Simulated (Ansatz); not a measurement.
**Ligand exchange: Cd(CH3)F + CH3NO → Cd(CH3)(NH2) + CHFO**

Species: Cd(CH3)F, singlet; CH3NO (formamide) `NC=O`, singlet; Cd(CH3)(NH2), singlet; CHFO (formyl fluoride) `O=CF`, singlet. The partners trade F for NH2: Cd–F and C–NH2 bonds give way to Cd–NH2 and C–F.

Shapes, held fixed at every level: PBE0-D4/def2-TZVP. Flexible molecules stand in one conformer, not always the lowest. Programs: Ansatz 0.2.0. Electronic energies: no zero-point or thermal term.

| level | kind | ΔE (kJ/mol) | less CCSD(T)/def2-TZVPP |
| --- | --- | --- | --- |
| HF/def2-TZVPP | Hartree–Fock | +111.8 | +25.6 |
| B3LYP-D4/def2-TZVPP | global hybrid | +105.6 | +19.4 |
| BHLYP-D4/def2-TZVPP | global hybrid | +108.3 | +22.1 |
| r2SCAN0-D4/def2-TZVPP | global hybrid | +105.0 | +18.8 |
| B2PLYP/def2-TZVPP | double hybrid | +99.6 | +13.4 |
| MP2/def2-SVP | perturbation theory | +91.1 | +4.9 |
| CCSD/def2-SVP | coupled cluster or CI | +95.0 | +8.8 |
| CCSD(T)/def2-TZVPP | coupled cluster or CI | +86.2 | 0.0 |

The highest level, CCSD(T)/def2-TZVPP, gives ΔE = +86.2 kJ/mol; the levels span +86.2 to +111.8. The column of differences is taken from that level and isn't an error. No measured value is set beside it here. For atoms past krypton def2 sets carry core potentials with scalar relativity. Correlated rows may include outer-core shells of Cd, which these sets cover unevenly.
